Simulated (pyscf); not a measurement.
`[CH]#[C][C]=[CH2]` [doublet] -> `[CH]=[CH][C]#[CH]` [doublet] (hydrogen shift; doublet surface; C–H broken, C–H formed). Structures and frequencies: ωB97X-D3(BJ)/def2-SVP in PySCF. MP2 and CC: frozen core, UHF for open shells. ΔMP2 is the change of the MP2 total energy from the triple- to the quadruple-zeta basis. Energies in eV from the reactant's lowest minimum found.

```json
[
 {"level": "PBE/def2-TZVP", "barrier": "2.40", "reaction energy": "+0.77"},
 {"level": "r²SCAN/def2-TZVP", "barrier": "2.56", "reaction energy": "+0.72"},
 {"level": "M06-2X/def2-TZVP", "barrier": "2.47", "reaction energy": "+0.49"},
 {"level": "ωB97M-D3(BJ)/def2-TZVP", "barrier": "2.51", "reaction energy": "+0.54"},
 {"level": "MP2/def2-QZVPP", "barrier": "1.88", "reaction energy": "+0.06"},
 {"level": "CCSD(T)/def2-TZVPP", "barrier": "2.44", "reaction energy": "+0.42"},
 {"level": "CCSD(T)/def2-TZVPP + ΔMP2(QZVPP)", "barrier": "2.40", "reaction energy": "+0.41"}
]
```

•HC=CH–C≡CH lies 0.54 eV over its isomer •HC=C=C=CH₂, and others may lie lower still (electronic energy, ωB97M-D3(BJ)). One saddle was located; it need not be the lowest between these sides. The CCSD(T) − MP2 part came from Ansatz, without density fitting, on the same reference. An open-shell T1 diagnostic exceeds 0.045. A UHF reference is spin-contaminated (<S²> up to 1.43), which harms MP2 most.
